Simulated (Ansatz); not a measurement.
Isolated molecules relaxed with PBE0-D4/def2-TZVP in Ansatz; ΔE leaves out vibrations. CCSD(T)/CBS adds triple-zeta CCSD(T) − MP2 to the extrapolated MP2 energy (def2 sets, frozen cores). Each species was taken in one conformer, which may not be the lowest.

Reaction (substitution at a C–O bond): `FC(F)O[SiH3]` + `OC(F)CF` → `FCC(F)OC(F)F` + silanol

```tsv
species	MP2/def2-QZVPP energy (Eh)
`FC(F)O[SiH3]`	-604.19681
`OC(F)CF`	-353.13258
`FCC(F)OC(F)F`	-590.69557
`O[SiH3]`	-366.62980
```

Q: Work out ΔE.

A: ΔE = (-590.69557) + (-366.62980) − (-604.19681) − (-353.13258) = 0.00402 Eh = +2.5 kcal/mol. CCSD(T)/CBS gives +2.6 kcal/mol.

Largest T1 diagnostic among the species: 0.012.
